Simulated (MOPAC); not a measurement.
MOPAC input (MNDO):

```
MNDO 1SCF CHARGE=1 GEO-OK AUX(PRECISION=9) THREADS=1
BrZn

Zn   -0.00000000 1   -0.00000000 1   -1.19207630 1
Br    0.00000000 1    0.00000000 1    1.02177969 1
```

Output:

```
 *******************************************************************************
 **                                                                           **
 **                              MOPAC v23.2.5                                **
 **                                                                           **
 *******************************************************************************
 ** MOPAC's Digital Object Identifier: https://doi.org/10.5281/zenodo.6511958 **
 **                                                                           **
 ** Please cite the open-source release paper for use of this MOPAC version:  **
 ** J. E. Moussa and J. J. P. Stewart (2026)                                  **
 ** MOPAC: An open-source semiempirical molecular orbital program             **
 ** J. Open Source Softw., 11(119), 8025, https://doi.org/10.21105/joss.08025 **
 *******************************************************************************

                              MNDO CALCULATION RESULTS

 *******************************************************************************
 *  MNDO       - The MNDO Hamiltonian to be used
 *  GEO-OK     - OVERRIDE INTERATOMIC DISTANCE AND OTHER SAFETY CHECKS
 *
 *
 *
 *                 CHARGE ON SYSTEM = +1
 *
 *
 *
 *  1SCF       - DO 1 SCF AND THEN STOP
 *  AUX        - OUTPUT AUXILIARY INFORMATION
 *******************************************************************************
MNDO 1SCF CHARGE=1 GEO-OK AUX(PRECISION=9) THREADS=1
 BrZn

   ATOM   CHEMICAL          X               Y               Z
  NUMBER   SYMBOL      (ANGSTROMS)     (ANGSTROMS)     (ANGSTROMS)

     1      Zn         -0.00000000  *  -0.00000000  *  -1.19207630  *
     2      Br          0.00000000  *   0.00000000  *   1.02177969  *

          CARTESIAN COORDINATES

    NO.       ATOM           X           Y           Z

     1        Zn         -0.0000     -0.0000     -1.1921
     2        Br          0.0000      0.0000      1.0218

 Zn: (MNDO): M.J.S. DEWAR, K.M. MERZ, ORGANOMETALLICS, 5, 1494-1496 (1986)
 Br: (MNDO): M.J.S.DEWAR, E.F. HEALY, J. COMP. CHEM., 4, 542, (1983)

           Empirical Formula: Zn Br  =     2 atoms

      MOLECULAR POINT GROUP   :   C*v

      RHF CALCULATION, NO. OF DOUBLY OCCUPIED LEVELS = 4

 -------------------------------------------------------------------------------
 MNDO 1SCF CHARGE=1 GEO-OK AUX(PRECISION=9) THREADS=1
 BrZn

     1SCF WAS SPECIFIED, SO BFGS WAS NOT USED
     SCF FIELD WAS ACHIEVED

                              MNDO CALCULATION
                                                       MOPAC v23.2.5 Linux

          FINAL HEAT OF FORMATION =        244.56033 KCAL/MOL =    1023.24044 KJ/MOL

          COSMO AREA              =         73.08 SQUARE ANGSTROMS
          COSMO VOLUME            =         54.78 CUBIC ANGSTROMS

          IONIZATION POTENTIAL    =         17.870501 EV
          HOMO LUMO ENERGIES (EV) =        -17.871 -8.923
          NO. OF FILLED LEVELS    =          4
          MOLECULAR WEIGHT        =        145.2840         POINT GROUP:  C*v

          MOLECULAR DIMENSIONS (Angstroms)

            Atom       Atom       Distance
           Br     2   Zn     1     2.21386
           Br     2   Zn     1     0.00000
           Zn     1   Br     2     0.00000

          SCF CALCULATIONS        =          1

   ATOM   CHEMICAL          X               Y               Z
  NUMBER   SYMBOL      (ANGSTROMS)     (ANGSTROMS)     (ANGSTROMS)

     1      Zn         -0.00000000  *  -0.00000000  *  -1.19207630  *
     2      Br          0.00000000  *   0.00000000  *   1.02177969  *

                             CARTESIAN COORDINATES

   1   Zn       -0.000000000    -0.000000000    -1.192076300
   2   Br        0.000000000     0.000000000     1.021779690

           Empirical Formula: Zn Br  =     2 atoms

      MOLECULAR POINT GROUP   :   C*v

                  EIGENVALUES
 -32.17616 -20.49067 -17.87050 -17.87050  -8.92283  -7.10850  -6.79776  -6.79776

              NET ATOMIC CHARGES AND DIPOLE CONTRIBUTIONS

  ATOM NO.   TYPE          CHARGE      No. of ELECS.   s-Pop       p-Pop
    1         Zn           0.787096        1.2129     0.55616     0.65675
    2         Br           0.212904        6.7871     1.98925     4.79784
 DIPOLE           X         Y         Z       TOTAL
 POINT-CHG.     0.000     0.000    -3.584     3.584
 HYBRID         0.000     0.000    -3.531     3.531
 SUM            0.000     0.000    -7.115     7.115

          ATOMIC ORBITAL ELECTRON POPULATIONS

     Atom    s        px        py        pz
    1 Zn   0.55616   0.10532   0.10532   0.44611
    2 Br   1.98925   1.89468   1.89468   1.00848

 **********************
 *                    *
 * JOB ENDED NORMALLY *
 *                    *
 **********************

 == MOPAC DONE ==
```

The dipole moment of an ion depends on the origin.
